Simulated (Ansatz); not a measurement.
Calculated with Ansatz (gas phase, PBE0-D4/def2-TZVP geometries, no zero-point term in ΔE). CBS: MP2 limit from def2 TZ/QZ plus the TZ coupled-cluster correction, frozen cores. DFT in def2-TZVPP. For Br outer-core shells are correlated without core-valence functions, which leaves a few kJ/mol of doubt a bond. Scalar relativity is left out up to krypton. One conformer a species, not always the lowest.

Consider the redistribution: `OB(F)Br` + `C[SiH2]S[SiH3]` → `OB(F)S[SiH3]` + `C[SiH2]Br`.

(1) Is it downhill or uphill in electronic energy at CCSD(T)/CBS, and by how much? (Estimate.)

(2) What do these levels give: PBE0-D4, ωB97X-V, ωB97M-V, PBE, r2SCAN, HF/def2-TZVPP, SCS-MP2/def2-TZVPP, CCSD/def2-TZVPP, CCSD(T)/def2-TZVPP, MP2/def2-QZVPP, MP2/CBS(def2), CCSD/CBS(def2)? (An estimate is asked.)

Largest T1 diagnostic among the species: 0.013.

Answers

(1) Computed: Downhill: ΔE = -0.23 eV.

(2) Computed: PBE0-D4 -0.21, ωB97X-V -0.25, ωB97M-V -0.24, PBE -0.20, r2SCAN -0.22, HF/def2-TZVPP -0.30, SCS-MP2/def2-TZVPP -0.22, CCSD/def2-TZVPP -0.23, CCSD(T)/def2-TZVPP -0.21, MP2/def2-QZVPP -0.21, MP2/CBS(def2) -0.22, CCSD/CBS(def2) -0.24 eV.

In def2-TZVPP, CCSD(T) changes the Hartree–Fock value by +0.09 eV (the triples alone add +0.01 eV) and MP2 by +0.10 eV.
